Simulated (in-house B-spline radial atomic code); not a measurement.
Inner-shell binding energies (edges) and X-ray emission energies of free atoms and ions, as differences of relaxed hole-state energies with first-order Breit, QED and recoil terms, without correlation or multiplet splittings, in NIST's listed ground configurations. For neutral atoms such line energies lie within some 1 to 5 eV of tabulated X-ray lines (up to 20 eV for the heaviest). Removing outer electrons raises all edges nearly alike, so lines move far less than edges. K = 1s, L1 = 2s. A dash marks a subshell that is part filled or wasn't run, or a line left out. Computed with an all-electron radial atomic-structure program (B-spline basis): Dirac-Hartree-Fock, average of the configuration, finite nuclei.

```json
{"ion": "Sb", "configuration": "[Kr] 4d10 5s2 5p3", "K edge (eV)": "30498.7", "L1 edge (eV)": "4713.82"}
{"ion": "Sb+", "configuration": "[Kr] 4d10 5s2 5p2", "K edge (eV)": "30508.3", "L1 edge (eV)": "4723.33"}
{"ion": "Sb2+", "configuration": "[Kr] 4d10 5s2 5p1", "K edge (eV)": "30519.2", "L1 edge (eV)": "4734.09"}
{"ion": "Sb3+", "configuration": "[Kr] 4d10 5s2", "K edge (eV)": "?", "L1 edge (eV)": "?"}
{"ion": "Sb5+", "configuration": "[Kr] 4d10", "K edge (eV)": "?", "L1 edge (eV)": "?"}
{"ion": "Sb6+", "configuration": "[Kr] 4d9", "K edge (eV)": "30585.7", "L1 edge (eV)": "4800.04"}
{"ion": "Sb7+", "configuration": "[Kr] 4d8", "K edge (eV)": "30612.3", "L1 edge (eV)": "4826.82"}
```

Fill in the row of Sb3+.

K edge (eV): 30531.2; L1 edge (eV): 4745.94.

Fill in the row of Sb5+.

K edge (eV): 30560.6; L1 edge (eV): 4774.71.
